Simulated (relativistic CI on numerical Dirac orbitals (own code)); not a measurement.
How well does a small relativistic CI reproduce Sb IV?

Method of calculation: Dirac-Coulomb-Breit CI, separate exchange-only KLI orbitals for each configuration, model QED (radiative potential, 1s self-energy scaled to tabulated hydrogen-like ionisation energies), valence Slater integrals scaled by 0.85, P86 correlation estimate, and configurations built on the next ion tied to the tabulated ionisation energy (semi-empirical) (own radial code, finite nucleus).

Configurations in the expansion (outside the closed core [Kr]): 4d10.5s2, 4d10.5s.5d, 4d10.5s.6s, 4d10.5s.6p, 4d10.5s.5p, 4d10.5s.6d, 4d10.5s.7s, 4d10.5s.5f, 4d10.5s.6f, 4d10.5p2, 4d10.5d2, 4d10.5s.5g, 4d10.5p.5d, 4d10.4f2, 4d10.5s.4f, 4d10.4f.5p, 4d10.5f2, 4d10.5s.7p, 4d10.5p.5f, 4d10.5g2, 4d10.5p.6s, 4d10.5p.5g, 4d9.5s2.4f, 4d10.5s.7d. Levels of other configurations are missing.

```
Configuration  Term (tabulated)  J  Measured (cm⁻¹)  Computed  Error  Purity (%)
     4d10.5s2                1S  0              0.0         0      0          97
   4d10.5s.5p               3P°  1          66700.0     69080   2380          99
   4d10.5s.5p               3P°  2          72560.0     74604   2044         100
   4d10.5s.5p               1P°  1          95952.0    100535   4583          96
     4d10.5p2                3P  0         152076.0    149217  -2859          95
     4d10.5p2                1D  2         155956.0    152391  -3565          62
     4d10.5p2                3P  1         156388.0    153089  -3299         100
     4d10.5p2                3P  2         163524.0    159760  -3764          76
   4d10.5s.5d                3D  1         178914.0    181457   2543          99
   4d10.5s.5d                3D  2         179264.0    181764   2500          99
   4d10.5s.6s                3S  1         188622.0    191287   2665         100
   4d10.5s.6p               1P°  1         219028.0    221508   2480          88
   4d10.5s.4f             3F° †  2         227059.0    230629   3570          82
   4d10.5s.4f             3F° †  3         227144.0    230943   3799          79
   4d10.5s.4f               1F°  3         229592.0    232566   2974          81
   4d10.5s.6d                3D  1         254683.0    256513   1830         100
   4d10.5s.6d                3D  2         254826.0    256628   1802          99
   4d10.5s.6d                3D  3         255079.0    256834   1755         100
   4d10.5s.6d                1D  2         255558.0    258996   3438          97
   4d10.5s.7s                3S  1         257771.0    259877   2106         100
   4d10.5s.7s                1S  0         262912.0    262098   -814         100
```

Measured levels from Moore, Atomic Energy Levels, vol. III, NSRDS-NBS 35 (1971 reprint of NBS Circular 467, 1958); pairs were made by configuration, J and term (by order where the table uses no LS term), so strongly mixed levels may be paired wrongly. The analysis dates from before 1960.

Mean error by configuration (cm⁻¹): 4d10.5s.5p 3003; 4d10.5p2 -3372; 4d10.5s.5d 2521; 4d10.5s.6s 2665; 4d10.5s.6p 2480; 4d10.5s.4f 2974; 4d10.5s.6d 2206; 4d10.5s.7s 646. Over the excited levels the mean absolute error is 2633 cm⁻¹ (20 of the 20 excited levels that our extract of the source holds in range could be paired), and the median relative error of those above 1,000 cm⁻¹ is 1.4 %. † marks terms whose computed intervals miss the measured ones by more than a factor of 2.5, or configurations far off the rest, from wrong mixing, a near crossing or a doubtful label or measurement; they are left out of the means.
